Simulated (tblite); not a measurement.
1-ethylpyrrole, C₆H₉N.
Numbering: `[CH3:1][CH2:2][n:3]1[cH:4][cH:5][cH:6][cH:7]1` (hydrogens: H8, H9, H10 on C1; H11, H12 on C2; H13 on C4; H14 on C5; H15 on C6; H16 on C7)

Cartesian coordinates in Å at the GFN2-xTB level; atoms count from 1:
```
atom  x, y, z in Å
C1    -2.0895    0.1539    0.6480
C2    -1.2837   -0.1808   -0.6081
N3     0.1310   -0.0985   -0.3672
C4     0.8890    1.0232   -0.4817
C5     2.1676    0.7305   -0.0934
C6     2.1831   -0.6268    0.2806
C7     0.9133   -1.1041    0.1046
H8    -3.1542    0.0849    0.4400
H9    -1.8424   -0.5389    1.4491
H10   -1.8626    1.1633    0.9830
H11   -1.5245   -1.1951   -0.9413
H12   -1.5434    0.5173   -1.4098
H13    0.4673    1.9420   -0.8406
H14    2.9992    1.4070   -0.0788
H15    3.0291   -1.1831    0.6333
H16    0.5133   -2.0857    0.2710
```

Computed values, GFN2-xTB/tblite, gas phase, harmonic and unscaled. The method is semi-empirical: single wavenumbers can be off by several per cent or more. One conformer, not necessarily the lowest.

Harmonic wavenumbers (cm⁻¹): 51.9, 129.5, 198.6, 350.2, 381.1, 584.2, 587.1, 663.3, 757.1, 772.4, 816.1, 823.8, 837.6, 841.5, 945.3, 1024.0, 1078.9, 1083.4, 1099.5, 1102.8, 1108.8, 1206.6, 1249.3, 1322.6, 1334.4, 1405.6, 1421.7, 1435.7, 1464.0, 1488.5, 1488.6, 1499.2, 1552.9, 2953.2, 2961.1, 3041.2, 3044.3, 3045.2, 3149.3, 3151.5, 3161.9, 3172.4.

A = 6632, B = 1985, C = 1732 MHz; mass 95.073 u (most abundant isotopes); point group Cs, symmetry number 1.

Q: Zero-point energy?

A: Half the sum of the wavenumbers: 29893 cm⁻¹ = 85.47 kcal/mol.

Q: What is S at 298.15 K and 1 bar for an ideal gas of classical rigid rotors and harmonic oscillators?

A: Translation 39.59, rotation 27.05, vibration 15.31: S = 82.0 cal/(mol K).

Q: And Cp and H(298.15 K) − H(0)?

A: Cp = 27.17 cal/(mol K), of which vibrations give 19.22 (their classical limit is 42 R = 83.5); H(298.15 K) − H(0) = 4.87 kcal/mol without the zero-point energy, 2.50 from vibrations.

Q: How do the functions run with temperature in this model?

A: 
| T (K) | S (cal/(mol K)) | Cp (cal/(mol K)) | H − H(0) (kcal/mol) | G − H(0) (kcal/mol) | ln q(vib) |
| --- | --- | --- | --- | --- | --- |
| 100 | 62.2 | 13.1 | 1.04 | -5.18 | 0.88 |
| 200 | 72.9 | 19.0 | 2.62 | -11.96 | 2.15 |
| 300 | 82.1 | 27.3 | 4.92 | -19.71 | 3.51 |
| 500 | 100.1 | 43.9 | 12.12 | -37.95 | 6.59 |
| 800 | 124.6 | 60.0 | 27.93 | -71.76 | 11.66 |
| 1000 | 138.8 | 67.0 | 40.67 | -98.13 | 15.00 |

q(vib) and H(0) count from the zero-point level.

Q: What must be added to the electronic energy to get the Gibbs energy at 298.15 K and 1 bar?

A: ZPE + [H(298.15 K) − H(0)] − T·S = 85.47 + 4.87 − 24.43 = 65.91 kcal/mol.

Hindered rotation and anharmonicity are outside this model. Other conformers, if any are populated, would add a mixing term that is left out.

Run on one thread, Arm Neoverse N1 (shared host). This covers the Hessian and the dipole derivatives.
